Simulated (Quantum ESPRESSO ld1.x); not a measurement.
Results of a calculation; reference values are marked as such.
Ta8+, 65 electrons, occupied as [Kr] 4d10 4f13 5s2 5p4.

Code: ld1.x of Quantum ESPRESSO 7.5. Model: scalar-relativistic Kohn-Sham, LDA (Slater exchange, Perdew-Zunger correlation), spin-polarised, spherical densities, point nucleus; open shells are filled with parallel spins first.

Energy parts (eV):
| part | energy |
|---|---|
| total | -423879.8 |
| kinetic | 465745.7 |
| electron-nucleus | -1038889.3 |
| Hartree | 157465.5 |
| exchange-correlation | -8201.7 |

Orbitals (lengths in bohr, moments of r in powers of bohr; r(max) is where P^2 peaks; r(90%) holds 90 % of the orbital's charge):
\begin{tabular}{lrrrrrr}
orbital & occ. & eigenvalue (eV) & <r^2> & r(90%) & <1/r> & r(max) \\ \hline
1s up & 1 & -67444.9 & 0.0004791 & 0.0340 & 85.40 & 0.012 \\
1s down & 1 & -67444.7 & 0.0004791 & 0.0340 & 85.40 & 0.012 \\
2s up & 1 & -11696.4 & 0.007382 & 0.122 & 19.95 & 0.067 \\
2s down & 1 & -11696.2 & 0.007381 & 0.122 & 19.95 & 0.067 \\
2p up & 3 & -10269.8 & 0.006087 & 0.115 & 18.15 & 0.055 \\
2p down & 3 & -10269.6 & 0.006087 & 0.115 & 18.15 & 0.055 \\
3s up & 1 & -2778.86 & 0.04803 & 0.301 & 7.382 & 0.189 \\
3s down & 1 & -2778.10 & 0.04802 & 0.300 & 7.383 & 0.189 \\
3p up & 3 & -2354.61 & 0.04871 & 0.307 & 6.832 & 0.186 \\
3p down & 3 & -2353.84 & 0.04870 & 0.306 & 6.833 & 0.186 \\
3d up & 5 & -1858.76 & 0.04041 & 0.288 & 6.462 & 0.152 \\
3d down & 5 & -1858.12 & 0.04039 & 0.288 & 6.463 & 0.152 \\
4s up & 1 & -667.979 & 0.2371 & 0.658 & 3.142 & 0.427 \\
4s down & 1 & -666.624 & 0.2371 & 0.658 & 3.142 & 0.427 \\
4p up & 3 & -528.442 & 0.2695 & 0.707 & 2.859 & 0.448 \\
4p down & 3 & -527.086 & 0.2693 & 0.707 & 2.859 & 0.448 \\
4d up & 5 & -349.796 & 0.3134 & 0.780 & 2.546 & 0.459 \\
4d down & 5 & -348.390 & 0.3129 & 0.779 & 2.547 & 0.459 \\
5s up & 1 & -190.746 & 1.204 & 1.47 & 1.290 & 0.966 \\
5s down & 1 & -188.291 & 1.205 & 1.47 & 1.291 & 0.958 \\
5p up & 3 & -152.770 & 1.511 & 1.66 & 1.134 & 1.07 \\
4f up & 7 & -151.056 & 0.4433 & 0.984 & 2.076 & 0.438 \\
5p down & 1 & -150.329 & 1.519 & 1.66 & 1.132 & 1.07 \\
4f down & 6 & -149.437 & 0.4403 & 0.979 & 2.081 & 0.434 \\
\end{tabular}

The highest occupied level is 4f down at -149.44 eV. Summed over all electrons, <r^2> = 20.27 bohr^2, which gives a Langevin (diamagnetic) susceptibility term of -16.1 x 10^-6 cm^3/mol. Spin moment in Bohr magnetons: 3. For comparison, the ionisation energy in NIST's Atomic Spectra Database is 159 eV (theoretical). In exact Kohn-Sham theory the highest level is minus the ionisation energy, but local and semilocal functionals leave it too shallow, through self-interaction and a potential that decays too fast; potentials with the right tail come closer.
